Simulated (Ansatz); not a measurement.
Frontier orbitals of C2H3Cl3Si, SMILES `C=C[Si](Cl)(Cl)Cl`.

```xyz
9

C     1.387    0.629    0.505
C     0.097    0.737    0.207
Si   -0.933   -0.658   -0.398
Cl    0.167   -2.365   -0.545
Cl   -1.711   -0.219   -2.229
Cl   -2.491   -0.990    0.873
H     1.963    1.478    0.860
H     1.921   -0.311    0.405
H    -0.400    1.699    0.322
```

Total charge 0; spin multiplicity 1. The geometry is a stationary point of PBE0-D4/def2-TZVP. It is one conformer, not always the lowest. Basis def2-TZVPP, Ansatz 0.2.0.

Orbital energies of one run (eV). Highest occupied ones, from the top: -7.69, -8.22, -8.36, -8.61, -8.69, -9.15, -9.17, -9.65, -10.88, -11.06, -11.43, -12.43, -13.73, -15.94. Empty: -1.90, -0.28, 0.18, 1.16, 1.19, 1.47.

Problem. Which functional gave them?
A. B97M-V
B. BHLYP
C. BLYP
D. ωB97M-V

Solution. A. HOMO energies: B97M-V -7.69, BHLYP -9.59, ωB97M-V -10.86, BLYP -7.24 eV.
